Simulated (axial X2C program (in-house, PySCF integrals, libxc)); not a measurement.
# PtF²⁺: the levels of the configuration d7 s0 p(π)0

Computed with an axial X2C code built on PySCF integrals: two-component X2C with atomic mean-field Coulomb and Gaunt terms, basis Pt dyall-v3z, F dyall-v3z (cores contracted in-house). Orbitals come from Hartree–Fock averaged over the configuration Pt d7 s0 p(π)0; CI then distributes these electrons over the d, s, p(π) shells of Pt.

R = 1.796 Å (near the minimum of the configuration average).

Active spinors (ω > 0):

```json
{"shell": "d", "ω": "3/2", "ε (eV)": "-30.22", "character": "98% Pt d"}
{"shell": "d", "ω": "5/2", "ε (eV)": "-28.91", "character": "100% Pt d"}
{"shell": "d", "ω": "1/2", "ε (eV)": "-28.32", "character": "75% Pt d, 21% F p"}
{"shell": "d", "ω": "3/2", "ε (eV)": "-27.71", "character": "84% Pt d, 14% F p"}
{"shell": "d", "ω": "1/2", "ε (eV)": "-26.40", "character": "65% Pt d, 17% F p, 16% Pt s"}
{"shell": "s", "ω": "1/2", "ε (eV)": "-15.44", "character": "65% Pt s, 21% Pt p, 7% F p"}
{"shell": "p(π)", "ω": "1/2", "ε (eV)": "-10.74", "character": "93% Pt p, 3% F p"}
{"shell": "p(π)", "ω": "3/2", "ε (eV)": "-10.14", "character": "94% Pt p"}
```

Lowest levels of this model:

```tsv
Ω	energy (cm⁻¹)	g∥	configuration
9/2	0	11.92	100% d7
3/2	1461	4.12	99% d7
5/2	2335	6.35	100% d7
1/2	2818	1.56	99% d7
7/2	3039	8.20	100% d7
3/2	5286	3.85	99% d7
5/2	8090	5.24	100% d7
1/2	8846	0.81	99% d7
3/2	9596	2.12	99% d7
5/2	10629	6.28	100% d7
7/2	11424	9.06	99% d7
1/2	11676	1.89	99% d7
3/2	13616	3.64	99% d7
5/2	14247	6.12	99% d7
1/2	14645	1.05	99% d7
7/2	16749	8.61	99% d7
9/2	24881	9.96	99% d7
```

g∥ is the magnitude of 2⟨Lz + ge Sz⟩ for the +Ω component.

From Ω and g∥ of the lowest level, whose 2⟨Lz + ge Sz⟩ is positive, find ⟨Sz⟩ and ⟨Lz⟩ (ge = 2.0023).

Ω = ⟨Lz⟩ + ⟨Sz⟩ = 9/2 and ⟨Lz⟩ + ge⟨Sz⟩ = 5.960, so ⟨Sz⟩ = 1.46 and ⟨Lz⟩ = 3.04.

Occupations of the active spinors in the lowest level by ω, shell by shell in order of energy: -5/2: 0.00; -3/2: 0.99 0.01 0.00; -1/2: 0.99 0.01 0.00 0.00; 1/2: 1.00 1.00 0.00 0.00; 3/2: 1.00 1.00 0.00; 5/2: 1.00. The leading determinant has weight 0.98 among 463.

This point took 2.5 s on 1 thread of Intel(R) Xeon(R) 6975P-C (Granite Rapids), with other jobs on the host.

There is no dynamic correlation: spin–orbit spacings and, for f shells, spacings inside one term are the most reliable numbers, splittings between terms come out too wide, and energies between configurations are not reliable, so the lowest level need not be the ground state of the molecule. For d shells the ligand-field splittings (σ, π, δ) and their order can be off by a thousand cm⁻¹ or more. At most 4 roots were kept for each Ω > 0 (twice that for Ω = 0) within 3.2 eV of the lowest, so higher up levels can be missing between those listed; levels with Ω > 0 are doubly degenerate and listed once, Ω = 0 levels singly. The open spinors mix strongly with ligand orbitals, which this small active space describes poorly. Some active spinors are only partly of the character that their shell is named for, so the shell names and counts are nominal. States that fill the shells left empty in the average are placed too high.
